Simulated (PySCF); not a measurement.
Compound: CH₁₀NSi₃ (doublet state).
Structure used (PBE0-D3(BJ)/def2-SVP), in Å, numbered top down from 1:
```xyz
15
CH10NSi3 angstrom
N      2.1776    0.5810   -1.1808
Si     1.6823    1.2159    0.3721
Si     0.4419   -0.5831    1.2839
C     -0.7339   -1.2882   -0.0127
Si    -1.8659   -0.0303   -0.8326
H      1.4894    0.7677   -1.9211
H      2.8845    1.4717    1.2181
H      0.8327    2.4540    0.3431
H     -0.3322   -0.0790    2.4637
H      1.3945   -1.6336    1.7591
H     -1.3459   -2.0783    0.4555
H     -0.1255   -1.7724   -0.7961
H     -2.6597    0.7180    0.1891
H     -2.8077   -0.6874   -1.7894
H     -1.0409    0.9601   -1.5957
```

The hyperfine couplings belong to this conformer and change with its torsions.

As a line formula: `C([SiH2][SiH2][NH])[SiH3]` [radical].

The calculation used PySCF 2.14.0, UKS B3LYP, IGLO-III on C N Si, pcH-1 on H, non-relativistic, mean-field spin-orbit, GIAO. Geometry: PBE0-D3(BJ)/def2-SVP, one conformer, isolated molecule. Stability of the SCF solution: not tested.

Problem. Where do the isotropic ENDOR lines of N1, H6, H7/H8 and H9/H10 fall at 336.5 mT, to first order?

Solution. ν± = |νn ± a/2|, one line for each electron-spin manifold; νn = |g_N| × 7.62259 MHz/T × B.

```
nuclei  isotope     g_N  νn (MHz)  a_iso (MHz)  lower line (MHz)  upper line (MHz)
    N1      14N  0.4038      1.04        25.07             11.50             13.57
    H6       1H  5.5857     14.33       -52.77             12.06             40.71
 H7/H8       1H  5.5857     14.33        36.97              4.16             32.81
H9/H10       1H  5.5857     14.33        16.85              5.90             22.75
```

Problem. Which pairs are centred on the nuclear Larmor frequency, and which on half the coupling?

Solution. Centred on νn, since |a| < 2νn: H9/H10. Centred on |a|/2 and split by 2νn: N1, H6 and H7/H8.

Problem. At what field would the lower line of H7/H8 fall to zero frequency?

Solution. Where νn = |a|/2, that is B = 18.48 MHz/(5.5857 × 7.62259 MHz/T) = 434 mT, as far as first order holds there.

Class means assume fast exchange of nuclei equivalent by connectivity; if that motion is slow, each nucleus keeps its own coupling. The 1H value of +16.8 MHz is a mean of couplings from 2.0 to 31.7 MHz in this one geometry, not an average over conformers.

The run took 94 s wall (grids of density and orbitals included) on an x86-64 server with one thread, no GPU, on a shared host.
